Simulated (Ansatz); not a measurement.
This triplet is an excited state, 1.80 eV above the relaxed singlet at the level frozen-core CCSD(T)/aug-cc-pVTZ // B3LYP-D3(BJ)/def2-SVPD (Ansatz, an electronic-structure program).

The numbers are results of frozen-core CCSD(T)/aug-cc-pVTZ // B3LYP-D3(BJ)/def2-SVPD (Ansatz), not measurements.

Ansatz 0.2 input:
```yaml
crystal:
  periodic: [false, false, false]
  atoms:
    - { symbol: F, position_ang: [-1.304548, -0.331535, 0.000005] }
    - { symbol: B, position_ang: [-0.21264, 0.556226, 0.0] }
    - { symbol: Cl, position_ang: [1.517188, -0.224691, -0.000005] }
basis:
  gaussian: { orbitals: aug-cc-pVTZ }
correlation:
  method: ccsd_t
total_charge: -1
magnetization:
  spin_polarized: true
  initial_magnetization: 2
```

Output:

```
Functional definition: HF
856 factors; integrals over basis functions are off by at most 1.2e-3 eV
mean field evaluation 1: about -15879.1794 eV, gradient 2.0e1 eV
mean field evaluation 2: about -15879.1889 eV, gradient 2.0e1 eV
mean field evaluation 4: about -15882.0993 eV, gradient 3.1e0 eV
mean field evaluation 8: about -15882.3418 eV, gradient 2.8e-1 eV
mean field evaluation 16: about -15882.3617 eV, gradient 6.9e-2 eV
mean field evaluation 32: about -15882.3830 eV, gradient 4.2e-1 eV
mean field evaluation 64: about -15882.3605 eV, gradient 6.0e-2 eV
mean field evaluation 96: about -15882.3617 eV, gradient 2.1e-2 eV
mean field evaluation 128: about -15882.3618 eV, gradient 2.5e-2 eV
mean field evaluation 160: about -15882.3366 eV, gradient 3.7e-1 eV
mean field evaluation 192: about -15882.9727 eV, gradient 3.8e0 eV
mean field evaluation 224: about -15882.3618 eV, gradient 8.0e-3 eV
mean field evaluation 256: about -15882.2598 eV, gradient 2.9e-1 eV
mean field evaluation 288: about -15882.3605 eV, gradient 6.5e-2 eV
mean field evaluation 320: about -15882.9588 eV, gradient 8.8e-1 eV
mean field evaluation 352: about -15879.9288 eV, gradient 3.8e-2 eV
mean field evaluation 384: about -15883.2495 eV, gradient 4.1e-2 eV
mean field evaluation 416: about -15882.3618 eV, gradient 2.7e-4 eV
mean field evaluation 448: about -15881.1053 eV, gradient 2.1e0 eV
mean field evaluation 480: about -15883.2494 eV, gradient 5.0e-2 eV
mean field evaluation 512: about -15882.1716 eV, gradient 6.9e-1 eV
mean field evaluation 544: about -15882.2595 eV, gradient 6.4e-3 eV
mean field evaluation 576: about -15882.2601 eV, gradient 1.4e-1 eV
mean field evaluation 608: about -15883.2433 eV, gradient 4.1e-1 eV
mean field evaluation 640: about -15879.9385 eV, gradient 4.9e-1 eV
mean field -15883.24947869 eV, -583.6986522885 hartree, gradient 3.6e-6 eV, S^2 2.005992; 13 other end points of the search recorded, 0 dependent functions left out
determinant -15883.24947869 eV, -583.6986522885 hartree, with singles and doubles -15898.24234284 eV, -584.2496298835 hartree
determinant -15882.36180714 eV, -583.6660309608 hartree, with singles and doubles -15897.10960214 eV, -584.2080024308 hartree
determinant -15882.25941654 eV, -583.6622681757 hartree, with singles and doubles -15897.14793968 eV, -584.2094113092 hartree
determinant -15879.92855977 eV, -583.5766107694 hartree, with singles and doubles -15894.87191611 eV, -584.1257689860 hartree
7 core orbitals not correlated
reference -15883.24947869 eV, -583.6986522885 hartree; 10, 8 occupied and 125, 127 virtual orbitals, 856 factors
second order -14.46066245 eV of doubles, -0.00000000 eV of singles
cycle   1  -14.92202189 eV  change   -9.0e-1 eV  update   3.2e-2
cycle   2  -14.96035540 eV  change   -3.8e-2 eV  update   1.1e-2
cycle   3  -14.96379388 eV  change   -3.4e-3 eV  update   9.4e-3
cycle   4  -14.96654397 eV  change   -2.8e-3 eV  update   5.4e-3
cycle   5  -14.96805131 eV  change   -1.5e-3 eV  update   3.2e-3
cycle   6  -14.96756382 eV  change    4.9e-4 eV  update   1.2e-3
cycle   7  -14.96751971 eV  change    4.4e-5 eV  update   6.7e-4
cycle   8  -14.96738436 eV  change    1.4e-4 eV  update   2.2e-4
cycle   9  -14.96734068 eV  change    4.4e-5 eV  update   1.0e-4
cycle  10  -14.96731936 eV  change    2.1e-5 eV  update   4.5e-5
cycle  11  -14.96731369 eV  change    5.7e-6 eV  update   1.9e-5
perturbative correction -0.60106148 eV, -0.0220886019 hartree
Total energy: -15898.81785386 eV, -584.2707795235 hartree
```

Cost: around 110 core-seconds (rough).
